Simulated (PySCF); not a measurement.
Radial density of N²⁺ (nitrogen, charge +2)

UHF, [He] 2s2 2p1, 2P determinant. Calculation: PySCF 2.14, in cc-pVDZ; no relativity, point nucleus.

```json
{"r (bohr)": "0.00476", "4πr²ρ (e/bohr)": "0.05517", "4πr²(ρα − ρβ)": "0.0000"}
{"r (bohr)": "0.00801", "4πr²ρ (e/bohr)": "0.1499", "4πr²(ρα − ρβ)": "0.0001"}
{"r (bohr)": "0.0135", "4πr²ρ (e/bohr)": "0.3915", "4πr²(ρα − ρβ)": "0.0002"}
{"r (bohr)": "0.0227", "4πr²ρ (e/bohr)": "0.9764", "4πr²(ρα − ρβ)": "0.0005"}
{"r (bohr)": "0.0381", "4πr²ρ (e/bohr)": "2.226", "4πr²(ρα − ρβ)": "0.0014"}
{"r (bohr)": "0.0641", "4πr²ρ (e/bohr)": "4.404", "4πr²(ρα − ρβ)": "0.0039"}
{"r (bohr)": "0.108", "4πr²ρ (e/bohr)": "6.827", "4πr²(ρα − ρβ)": "0.0128"}
{"r (bohr)": "0.181", "4πr²ρ (e/bohr)": "7.106", "4πr²(ρα − ρβ)": "0.0540"}
{"r (bohr)": "0.305", "4πr²ρ (e/bohr)": "3.964", "4πr²(ρα − ρβ)": "0.2081"}
{"r (bohr)": "0.513", "4πr²ρ (e/bohr)": "1.813", "4πr²(ρα − ρβ)": "0.5594"}
{"r (bohr)": "0.863", "4πr²ρ (e/bohr)": "2.653", "4πr²(ρα − ρβ)": "0.8700"}
{"r (bohr)": "1.45", "4πr²ρ (e/bohr)": "1.616", "4πr²(ρα − ρβ)": "0.4886"}
{"r (bohr)": "2.44", "4πr²ρ (e/bohr)": "0.1677", "4πr²(ρα − ρβ)": "0.0411"}
{"r (bohr)": "4.11", "4πr²ρ (e/bohr)": "0.003194", "4πr²(ρα − ρβ)": "0.0014"}
```
